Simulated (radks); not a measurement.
Values are calculated unless marked as measured or tabulated.
Problem. Rh, configuration [Kr] 4d8 5s1. Code: a radial shooting solver on a logarithmic mesh with Libxc functionals. Model: scalar-relativistic Kohn-Sham, LDA (Slater exchange, Perdew-Wang correlation), spin-polarised, spherical densities, point nucleus; open shells are filled with parallel spins first (spin-orbit coupling, left out, can overturn this in heavy ions); hard spherical wall at 15 bohr. Some entries of the table are withheld. Estimate them.

orbital  occ.  eigenvalue (hartree)  <r^2> (bohr^2)  <1/r> (bohr^-1)
1s up       1             -845.5621        0.001441            47.00
1s down     1             -845.5612        0.001441            47.00
2s up       1             -122.6175         0.02379            10.64
2s down     1             -122.6068         0.02379            10.64
2p up       3             -109.9652         0.01871            10.31
2p down     3             -109.9568         0.01871            10.31
3s up       1             -21.89073          0.1754            3.704
3s down     1             -21.88277          0.1753            3.704
3p up       3             -17.73202          0.1778            3.531
3p down     3             -17.72342          0.1777            3.531
3d up       5             -11.06134          0.1643            3.306
3d down     5             -11.05018          0.1642            3.306
4s up       1              -3.05076           1.089            1.405
4s down     1              -3.00556           1.087            1.408
4p up       3              -1.87506           1.345            1.254
4p down     3              -1.82769           1.341            1.257
4d up       5              -0.24513           3.159           0.8649
4d down     3              -0.19530           3.242           0.8625
5s up       1              -0.18299           11.79           0.4003
5s down     0              -0.14482           13.01           0.3847
5p up       0              -0.04333           25.57              (1)
5p down     0              -0.02107           32.57              (2)
6s up       0               0.01622           76.86              (3)
6s down     0               0.02135           80.36              (4)
4f up       0               0.09176           99.07           0.1089
4f down     0               0.09319           100.6           0.1075

Solution. 
(1) 5p up <1/r> (bohr^-1): 0.2722
(2) 5p down <1/r> (bohr^-1): 0.2417
(3) 6s up <1/r> (bohr^-1): 0.1485
(4) 6s down <1/r> (bohr^-1): 0.1465
